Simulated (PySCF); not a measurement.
Species: C₇H₈NOP.
SMILES with atom numbers: `[CH2:1]=[CH:2][c:3]1[p:4][cH:5][cH:6][n:7][c:8]1[O:9][CH3:10]`

Definitions: NICS(0) = −σiso at the ring centroid; NICS(1) = −σiso and NICS(1)zz = −σzz at ±1 Å along the ring normal z. Level: GIAO PBE0/pcSseg-1 (PySCF, non-relativistic, gas phase) on the GFN2-xTB geometry, one conformer.

Ring bond lengths (Å), with Mayer bond orders in brackets: C3–P4 1.746 (1.31), P4–C5 1.736 (1.30), C5–C6 1.374 (1.43), C6–N7 1.323 (1.48), N7–C8 1.320 (1.41), C8–C3 1.412 (1.25).

What do the NICS probes read (ppm)?

| ring | type | NICS(0) | NICS(1), two faces | NICS(1)zz, two faces | rms pucker (Å) | centre to ring atoms, mean (Å) |
| --- | --- | --- | --- | --- | --- | --- |
| C3–P4–C5–C6–N7–C8 | 6-membered ring with N and P; formal bonds all aromatic | -5.6 | -9.0 / -9.0 | -20.6 / -20.6 | 0.00 | 1.48 |

What do they say, and how far can they be read as aromaticity?

- C3–P4–C5–C6–N7–C8: mean NICS(1)zz -20.6 ppm, shielded.

How equal are the bonds by HOMA? HOMA = 1 − mean of α(R − Ropt)² over the ring bonds, with Krygowski's 1993 parameters (CC: Ropt 1.388 Å, α 257.7 Å⁻²; CN: Ropt 1.334 Å, α 93.52 Å⁻²; CP: Ropt 1.698 Å, α 118.91 Å⁻²).

- C3–P4–C5–C6–N7–C8: HOMA 0.89; the largest term is that of C3–P4, α(R − Ropt)² = 0.28.

What is the mean of the two in-plane components of NICS at the first NICS(1) probe listed for ring C3–P4–C5–C6–N7–C8, 1 Å off the ring?

The isotropic value is a third of the trace: (3 × -9.0 − (-20.6))/2 = -3.2 ppm.

List the ring angles and the Hirshfeld charges of the ring atoms.

- C3–P4–C5–C6–N7–C8: C3 121.2° (-0.078 e), P4 100.1° (+0.137 e), C5 123.7° (-0.129 e), C6 126.3° (+0.018 e), N7 121.6° (-0.158 e), C8 127.1° (+0.138 e); sum 720.0° against 720° for a flat convex ring.

What are the shieldings of the ring atoms and their hydrogens in the same run (means over atoms taken as equivalent)?

```csv
atoms,environment,σ isotropic (ppm),"principal values of the symmetric part, first atom (ppm)"
C3,substituted aromatic carbon,30.3,"-109.8, 30.3, 170.5"
P4,phosphorus bonded to 2 C,56.3,"-301.7, -60.4, 531.0"
C5,aromatic CH carbon,42.2,"-116.0, 61.6, 181.1"
C6,aromatic CH next to a ring nitrogen,32.1,"-73.2, 27.2, 142.4"
N7,pyridine-type nitrogen,-43.6,"-305.5, -102.2, 276.9"
C8,aromatic carbon bearing oxygen,20.1,"-55.1, 12.0, 103.4"
H on C5,aromatic hydrogen,23.48,"20.8, 22.1, 27.5"
H on C6,aromatic hydrogen,22.99,"18.0, 24.2, 26.8"
```

Shape of the structure used: `[CH2:1]=[CH:2][c:3]1[p:4][cH:5][cH:6][n:7][c:8]1[O:9][CH3:10]`: C1–C2–C3–P4 0°, N7–C8–O9–C10 0°.
